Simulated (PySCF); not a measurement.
How methods differ on the ionisation energy of N²⁺

N²⁺ [He] 2s2 2p1 (2P) → N³⁺ [He] 2s2 (1S), as a difference of total energies. Computed with PySCF 2.14 in def2-QZVPPD (8s4p4d2f1g, 63 functions), with no relativity, point nucleus. Correlated levels: valence: 1s2 frozen; valence and next inner shell: nothing frozen. The calculations carry no spin-orbit coupling.

```tsv
method	ionisation energy (eV)
UHF	47.301
LDA	47.873
PBE	48.027
PBE0	48.010
r2SCAN	48.234
TPSS	48.228
B97-3	48.029
wB97X	47.794
MN15	47.642
MP2 (valence)	47.529
SCS-MP2 (valence)	47.482
MP2 (valence and next inner shell)	47.570
SCS-MP2 (valence and next inner shell)	47.512
```

A first-order spin-orbit estimate (lowest level to lowest level, LS coupling) adds 0.015 eV.

Errors of the correlated levels include the incompleteness of this basis and the frozen core.

Question: Which method comes closest to the reference value, and which is furthest?

Answer: The reference is 47.445 eV (semi-empirical (NIST evaluation); NIST Atomic Spectra Database, ionization energies). Closest: SCS-MP2 (valence) (error 0.052 eV); furthest: r2SCAN (error 0.803 eV), both after the spin-orbit estimate.
